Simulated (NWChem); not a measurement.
Species: C4H9O, doublet; SMILES O[CH]CCC

```xyz
14

C     -0.1939    -2.3792     0.1915
C     -0.3048    -0.9770    -0.3846
C      0.6401     0.0300     0.2883
C      0.5206     1.4210    -0.2130
O     -0.6585     2.0343     0.0853
H     -0.8835    -3.0785    -0.3059
H      0.8261    -2.7815     0.0773
H     -0.4309    -2.3887     1.2678
H     -1.3373    -0.6039    -0.2806
H     -0.0958    -0.9973    -1.4686
H      0.4397     0.0274     1.3762
H      1.6851    -0.3016     0.1631
H      1.0145     1.7213    -1.1475
H     -0.6819     2.8980    -0.3374
```
Atoms are numbered in this order, from 1.

Results from NWChem. Spin-unrestricted. The geometry was optimised at PBE0/def2-SVP, spin-unrestricted. No stability test was run on the SCF state. Level: PBE/def2-SVP with COSMO at NWChem's default radii, gas-phase geometry; rows give the dielectric constant. Reactions with the solvent are ignored.

For dielectric constant 2.4:

- electrostatic solvation energy (kcal/mol) = -2.5
- dipole in solution (D) = 1.52

Problem. Estimate the same quantities for dielectric constant 37.5.

Solution. 
| Property | Result |
|---|---|
| electrostatic solvation energy (kcal/mol) | -4.4 |
| dipole in solution (D) | 1.65 |
